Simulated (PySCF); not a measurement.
PySCF job for CH4Cl2GaN, SMILES C[NH][Ga]([Cl])[Cl], TDA-CAM-B3LYP/def2-SVPD. Coordinates come from a B3LYP-D3(BJ)/def2-SVP optimisation. The structure was generated by enumeration; whether it is a known compound was not checked. The values are those of a single conformer.

```python
import numpy as np
from pyscf import gto, scf, dft, tdscf

mol = gto.M(
    atom='''
    Ga    0.07410069    0.11883798   -0.00000000
    Cl    0.67719517    2.17910088    0.00000000
    Cl   -2.01647836   -0.38256406    0.00000000
    N     1.29899001   -1.20233781    0.00000000
    C     1.03846407   -2.63078355    0.00000000
    H     2.28174730   -0.94705225   -0.00000000
    H     1.45591478   -3.13183781   -0.89278221
    H     1.45591478   -3.13183781    0.89278221
    H    -0.04659868   -2.81330926   -0.00000000
    ''',
    basis='def2-SVPD',
    charge=0,
    spin=0,
    symmetry=True,
    max_memory=1600,
    verbose=4,
)
mf = dft.RKS(mol, xc='cam-b3lyp').density_fit(auxbasis='def2-universal-jkfit')
mf.grids.level = 3
mf.conv_tol = 1e-9
mf.max_cycle = 100
mf.kernel()
mf.grids = dft.Grids(mol).set(level=1).build(with_non0tab=True)  # coarser grid for the response kernel
td = tdscf.TDA(mf)
td.singlet = True
td.nstates = 10
td.conv_tol = 1e-4
td.positive_eig_threshold = 1e-6
td.kernel(x0=td.get_init_guess(mf, 15))
td.analyze()
tt = tdscf.TDA(mf)
tt.singlet = False
tt.nstates = 4
tt.conv_tol = 1e-4
tt.positive_eig_threshold = 1e-6
tt.kernel(x0=tt.get_init_guess(mf, 9))
tt.analyze(verbose=3)
```

Log of the run:

```
PySCF version 2.14.0

[INPUT] verbose = 4
[INPUT] num. atoms = 9
[INPUT] num. electrons = 82
[INPUT] charge = 0
[INPUT] spin (= nelec alpha-beta = 2S) = 0
[INPUT] symmetry True subgroup None
[INPUT] Mole.unit = angstrom
[INPUT] Symbol           X                Y                Z      unit          X                Y                Z       unit  Magmom
[INPUT]  1 Ga     0.074100690000   0.118837980000   0.000000000000 AA    0.140030009741   0.224571235397   0.000000000000 Bohr   0.0
[INPUT]  2 Cl     0.677195170000   2.179100880000   0.000000000000 AA    1.279713404178   4.117903860999   0.000000000000 Bohr   0.0
[INPUT]  3 Cl    -2.016478360000  -0.382564060000   0.000000000000 AA   -3.810591836512  -0.722941298502   0.000000000000 Bohr   0.0
[INPUT]  4 N      1.298990010000  -1.202337810000   0.000000000000 AA    2.454735357446  -2.272089170109   0.000000000000 Bohr   0.0
[INPUT]  5 C      1.038464070000  -2.630783550000   0.000000000000 AA    1.962412682501  -4.971460402511   0.000000000000 Bohr   0.0
[INPUT]  6 H      2.281747300000  -0.947052250000   0.000000000000 AA    4.311877482466  -1.789669378153   0.000000000000 Bohr   0.0
[INPUT]  7 H      1.455914780000  -3.131837810000  -0.892782210000 AA    2.751280194906  -5.918315727458  -1.687113865784 Bohr   0.0
[INPUT]  8 H      1.455914780000  -3.131837810000   0.892782210000 AA    2.751280194906  -5.918315727458   1.687113865784 Bohr   0.0
[INPUT]  9 H     -0.046598680000  -2.813309260000   0.000000000000 AA   -0.088058742966  -5.316384005103   0.000000000000 Bohr   0.0

nuclear repulsion = 534.161943720256
point group symmetry = Cs
symmetry origin: [-3.91772485e-09  5.06999702e-09  0.00000000e+00]
symmetry axis x: [ 1.00000000e+00  4.74355181e-09 -8.99133116e-19]
symmetry axis y: [ 4.74355181e-09 -1.00000000e+00 -3.27622071e-19]
symmetry axis z: [-5.13053549e-19 -3.27622097e-19  1.00000000e+00]
num. orbitals of irrep A' = 112
num. orbitals of irrep A" = 52
number of shells = 68
number of NR pGTOs = 270
number of NR cGTOs = 164
basis = def2-SVPD
ecp = {}


[settings echo left out]
init E= -2939.889583883
HOMO (A") = -0.281853497349654  LUMO (A') = -0.0796785515901863  gap/eV = 5.50146
cycle= 1 E= -2940.07690618744  delta_E= -0.187  |g|= 0.671  |ddm|= 4.59
HOMO (A") = -0.294898677420064  LUMO (A') = -0.0357623483260801  gap/eV = 7.05146
cycle= 2 E= -2940.0524334921  delta_E= 0.0245  |g|= 0.837  |ddm|= 2.94
HOMO (A") = -0.332518116579985  LUMO (A') = -0.0207088382298997  gap/eV = 8.48476
cycle= 3 E= -2940.16048756089  delta_E= -0.108  |g|= 0.0488  |ddm|= 1.69
HOMO (A") = -0.320039701214308  LUMO (A') = -0.0188514515453142  gap/eV = 8.19575
cycle= 4 E= -2940.16093001698  delta_E= -0.000442  |g|= 0.0332  |ddm|= 0.105
HOMO (A") = -0.325422158355531  LUMO (A') = -0.0193441026200163  gap/eV = 8.32881
cycle= 5 E= -2940.16118500152  delta_E= -0.000255  |g|= 0.00695  |ddm|= 0.0414
HOMO (A") = -0.324624514829918  LUMO (A') = -0.018979975497162  gap/eV = 8.31701
cycle= 6 E= -2940.16119676726  delta_E= -1.18e-05  |g|= 0.00203  |ddm|= 0.0114
HOMO (A") = -0.324822005790915  LUMO (A') = -0.0189875720090584  gap/eV = 8.32218
cycle= 7 E= -2940.16119807433  delta_E= -1.31e-06  |g|= 0.000376  |ddm|= 0.00462
HOMO (A") = -0.324841454968899  LUMO (A') = -0.019021915801912  gap/eV = 8.32177
cycle= 8 E= -2940.16119816535  delta_E= -9.1e-08  |g|= 0.000138  |ddm|= 0.00114
HOMO (A") = -0.324833235409866  LUMO (A') = -0.019006192652069  gap/eV = 8.32198
cycle= 9 E= -2940.16119817592  delta_E= -1.06e-08  |g|= 3.22e-05  |ddm|= 0.000509
HOMO (A") = -0.324836506772652  LUMO (A') = -0.019008512106848  gap/eV = 8.32200
cycle= 10 E= -2940.16119817647  delta_E= -5.53e-10  |g|= 8.29e-06  |ddm|= 9.3e-05
HOMO (A") = -0.324836951939598  LUMO (A') = -0.0190083739389819  gap/eV = 8.32202
Extra cycle  E= -2940.16119817651  delta_E= -3.32e-11  |g|= 6.91e-06  |ddm|= 2.23e-05
converged SCF energy = -2940.16119817651
tot grids = 40240
Overwritten attributes  positive_eig_threshold  of <class 'pyscf.tdscf.rks.TDA'>


******** <class 'pyscf.tdscf.rks.TDA'> for <class 'pyscf.df.df_jk.DFSymAdaptedRKS'> ********
nstates = 10 singlet
deg_eia_thresh = 1.000e-03
wfnsym = None
conv_tol = 0.0001
eigh lindep = 1e-12
eigh level_shift = 0
eigh max_cycle = 100


Excitation energies (eV)
[5.09272022 6.26401371 6.64795026 6.68060114 6.71553036 6.97501844
 7.3361653  7.35157787 7.39998413 7.52004419]

** Singlet excitation energies and oscillator strengths **
Excited State   1:   A"      5.09272 eV    243.45 nm  f=0.0095
      41 -> 42        0.68661
      41 -> 46       -0.11480
Excited State   2:   A'      6.26401 eV    197.93 nm  f=0.0986
      38 -> 42       -0.21418
      41 -> 43       -0.65214
Excited State   3:   A'      6.64795 eV    186.50 nm  f=0.0394
      40 -> 42       -0.66936
      40 -> 44        0.14469
Excited State   4:   A"      6.68060 eV    185.59 nm  f=0.0011
      39 -> 42        0.13763
      41 -> 44        0.63369
      41 -> 46       -0.22067
Excited State   5:   A"      6.71553 eV    184.62 nm  f=0.0001
      39 -> 42       -0.65931
      39 -> 44        0.15482
      41 -> 44        0.12995
Excited State   6:   A'      6.97502 eV    177.75 nm  f=0.1619
      36 -> 42        0.15355
      38 -> 42        0.62691
      38 -> 44       -0.14180
      41 -> 43       -0.19280
Excited State   7:   A"      7.33617 eV    169.00 nm  f=0.0845
      37 -> 42        0.65363
      37 -> 44       -0.15690
      40 -> 43        0.13316
Excited State   8:   A"      7.35158 eV    168.65 nm  f=0.0030
      37 -> 42        0.12676
      40 -> 43       -0.68723
Excited State   9:   A"      7.39998 eV    167.55 nm  f=0.0100
      41 -> 44        0.10165
      41 -> 45        0.63235
      41 -> 46        0.16413
      41 -> 47        0.16553
      41 -> 54       -0.10781
Excited State  10:   A"      7.52004 eV    164.87 nm  f=0.0001
      38 -> 43       -0.69945

** Transition electric dipole moments (AU) **
state          X           Y           Z        Dip. S.      Osc.
  1         0.0000      0.0000     -0.2759      0.0761      0.0095
  2        -0.4235      0.6804      0.0000      0.6423      0.0986
  3        -0.4009     -0.2848     -0.0000      0.2418      0.0394
  4         0.0000     -0.0000     -0.0825      0.0068      0.0011
  5         0.0000     -0.0000     -0.0282      0.0008      0.0001
  6        -0.6066      0.7611      0.0000      0.9473      0.1619
  7        -0.0000     -0.0000      0.6858      0.4703      0.0845
  8        -0.0000     -0.0000      0.1301      0.0169      0.0030
  9        -0.0000     -0.0000      0.2348      0.0551      0.0100
 10         0.0000      0.0000     -0.0191      0.0004      0.0001

** Transition velocity dipole moments (imaginary part, AU) **
state          X           Y           Z        Dip. S.      Osc.
  1         0.0000      0.0000     -0.0166      0.0003      0.0010
  2        -0.0102      0.0887      0.0000      0.0080      0.0231
  3        -0.0903     -0.0710     -0.0000      0.0132      0.0360
  4         0.0000      0.0000     -0.0286      0.0008      0.0022
  5         0.0000      0.0000     -0.0092      0.0001      0.0002
  6        -0.1378      0.1924      0.0000      0.0560      0.1457
  7        -0.0000      0.0000      0.1519      0.0231      0.0571
  8         0.0000     -0.0000      0.0265      0.0007      0.0017
  9        -0.0000      0.0000      0.0887      0.0079      0.0193
 10         0.0000     -0.0000     -0.0141      0.0002      0.0005

** Transition magnetic dipole moments (imaginary part, AU) **
state          X           Y           Z
  1        -0.1162     -0.3714     -0.0000
  2        -0.0000     -0.0000     -0.2939
  3        -0.0000      0.0000     -0.6505
  4         0.6899     -0.2217     -0.0000
  5        -0.3237      0.4295     -0.0000
  6         0.0000      0.0000     -0.2181
  7        -0.1936     -0.2388     -0.0000
  8        -0.3111      0.2774     -0.0000
  9         0.7281      0.0441      0.0000
 10        -0.4804     -0.4790     -0.0000


******** <class 'pyscf.tdscf.rks.TDA'> for <class 'pyscf.df.df_jk.DFSymAdaptedRKS'> ********
nstates = 4 triplet
deg_eia_thresh = 1.000e-03
wfnsym = None
conv_tol = 0.0001
eigh lindep = 1e-12
eigh level_shift = 0
eigh max_cycle = 100


Excitation energies (eV)
[4.64961209 5.08033725 6.17601831 6.33630573]

** Triplet excitation energies and oscillator strengths **
Excited State   1:   A"      4.64961 eV    266.65 nm  f=0.0000
Excited State   2:   A'      5.08034 eV    244.05 nm  f=0.0000
Excited State   3:   A'      6.17602 eV    200.75 nm  f=0.0000
Excited State   4:   A"      6.33631 eV    195.67 nm  f=0.0000
```

Self-consistency was reached.
